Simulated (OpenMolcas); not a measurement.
**How basis sets differ on SiHCl3 (SMILES Cl[SiH](Cl)Cl)**

SiHCl3: 5 atoms, total charge 0, spin state singlet. As SMILES, `Cl[SiH](Cl)Cl`. Geometry: relaxed at PBE0-D4/def2-TZVP.

Each level gives the HOMO–LUMO gap (eV). The values are calculated.

```csv
level,kind,program,value (eV),CPU time
HF/ANO-RCC-MB (DKH2),Hartree–Fock,OpenMolcas,15.87,2.9 s
HF/STO-3G,Hartree–Fock,OpenMolcas,17.86,1.9 s
HF/3-21G,Hartree–Fock,OpenMolcas,16.24,2.4 s
HF/def2-SVPD,Hartree–Fock,OpenMolcas,14.90,15 s
```

The values span 14.90 to 17.86 eV. A Hartree–Fock LUMO above zero doesn't converge with the basis: it sinks as sets grow more diffuse. Orbital gaps aren't excitation energies. Times are those of the runs behind each value, whatever else they computed, on shared processors of several kinds: orders of magnitude only.
